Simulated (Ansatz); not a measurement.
This geometry of CH$_{7}$FOSi$_{2}$ (12 atoms, charge 0, multiplicity 1) is a first-order saddle point.

All numbers below come from RKS B3LYP-D4/def2-SVP in Ansatz.

```xyz
12
Properties=species:S:1:pos:R:3
F -1.648 0.211 -0.048
C -0.410 -0.383 -0.307
Si -0.295 -2.072 0.635
O 0.603 0.458 0.117
Si 0.710 2.093 -0.295
H -0.373 -0.513 -1.409
H -0.123 -3.166 -0.367
H -1.554 -2.295 1.398
H 0.872 -2.051 1.556
H -0.177 2.933 0.552
H 2.128 2.466 -0.064
H 0.346 2.264 -1.733
```

Which two structures does it join? (They come from a converged band through this point; their orientation in space is the band's.)

No bond is made or broken. The dihedral F1–C2–Si3–H9 goes from -60 to -180°. The two ends are copies of one structure, up to a mirror image or an exchange of like atoms.

First end point:

```xyz
12
Properties=species:S:1:pos:R:3
F -1.569 0.327 0.420
C -0.523 -0.349 -0.219
Si -0.296 -2.054 0.635
O 0.649 0.377 -0.089
Si 0.792 2.028 -0.417
H -0.824 -0.423 -1.284
H 0.811 -2.791 -0.036
H -1.562 -2.831 0.516
H 0.027 -1.814 2.067
H 0.290 2.857 0.711
H 2.245 2.265 -0.609
H 0.035 2.354 -1.661
```

Last end point:

```xyz
12
Properties=species:S:1:pos:R:3
F -1.625 0.112 -0.291
C -0.339 -0.432 -0.381
Si -0.293 -2.047 0.659
O 0.583 0.460 0.138
Si 0.656 2.100 -0.261
H -0.161 -0.594 -1.465
H -1.288 -3.011 0.108
H -0.637 -1.699 2.063
H 1.073 -2.635 0.583
H -0.358 2.892 0.485
H 2.021 2.537 0.125
H 0.445 2.263 -1.730
```

How far does it lie above each of them?

2.5 kcal/mol above the first and 2.5 kcal/mol above the second. This is the barrier of this one path; another mechanism may lie lower.

Time of the run: 14 min on 2 threads of Arm Neoverse N1, with other jobs on the host, peak memory 0.29 GiB.
